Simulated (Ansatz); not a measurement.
Consider the formal exchange of groups at a Ga–C bond: `[CH3][GaH][CH3]` + `C=C=C(N)F` → `[CH3][GaH][NH2]` + `C=C=C(C)F`.

Gas-phase electronic energies from Ansatz, PBE0-D4/def2-TZVP geometries. CCSD(T)/CBS is the MP2 limit (def2-TZVPP, def2-QZVPP) plus CCSD(T) − MP2 in def2-TZVPP, frozen cores. DFT in def2-TZVPP. B3LYP here is the variant with VWN-RPA as its local correlation; programs differ in this. HSE06 is defined as in plane-wave codes. For Ga outer-core shells are correlated without core-valence functions, which leaves a few kJ/mol of doubt a bond. Scalar relativity is left out up to krypton. One conformer a species, not always the lowest.

`[CH3][GaH][CH3]`:

Z-matrix (Å, degrees):
```
C
Ga 1 1.971
H 1 1.091 2 112.5
H 1 1.096 2 109.0 3 119.1
H 1 1.092 2 111.5 3 -123.0
C 2 1.971 1 120.1 3 157.3
H 2 1.579 1 120.0 3 -22.6
H 6 1.092 2 111.5 1 33.7
H 6 1.096 2 109.0 1 -84.2
H 6 1.091 2 112.5 1 156.7
```

`C=C=C(N)F`:

Cartesian coordinates in Å:
```
C 1.825 0.239 -0.382
C 0.555 0.319 -0.115
C -0.704 0.366 0.228
N -1.564 -0.685 0.493
F -1.314 1.547 0.425
H 2.204 0.307 -1.400
H 2.569 0.107 0.402
H -2.441 -0.614 -0.007
H -1.131 -1.585 0.354
```

`[CH3][GaH][NH2]`:

```xyz
9

C    -1.334   -0.647   -0.190
Ga    0.021    0.691    0.282
N     1.770    0.272    0.012
H    -2.020   -0.247   -0.942
H    -1.933   -0.910    0.685
H    -0.882   -1.558   -0.585
H    -0.248    2.114    0.879
H     2.535    0.889    0.222
H     2.091   -0.604   -0.364
```

`C=C=C(C)F`:

Cartesian coordinates in Å:
```
C 0.227 -1.202 1.728
C 0.109 -0.242 0.860
C -0.012 0.695 -0.036
C -0.191 0.526 -1.498
F 0.022 1.993 0.343
H 1.198 -1.610 1.996
H -0.641 -1.629 2.224
H -1.127 0.991 -1.820
H -0.213 -0.531 -1.759
H 0.627 1.010 -2.038
```

```
             level  ΔE (kJ/mol)  difference from CCSD(T)/CBS
          HSE06-D4        -76.9                         14.5
               PBE        -75.8                         15.6
             B3LYP        -82.6                          8.8
             HSE06        -76.7                         14.7
      MP2/def2-SVP        -87.9                          3.5
     HF/def2-TZVPP        -88.4                          3.0
SCS-MP2/def2-TZVPP        -90.4                          1.0
CCSD(T)/def2-TZVPP        -88.1                          3.3
     HF/def2-QZVPP        -89.6                          1.8
      HF/CBS(def2)        -89.8                          1.6
       CCSD(T)/CBS        -91.4                            0
```

Largest T1 diagnostic among the species: 0.013.

Leaving LDA and LC-ωPBE aside and taking each functional with its dispersion term where it has one, the values, not all of them listed here, spread over 11.5 kJ/mol, from B2PLYP to revPBE-D4. From BLYP to BHLYP (50 % exact exchange), in def2-TZVPP and without D4, ΔE moves by −3.5 kJ/mol.
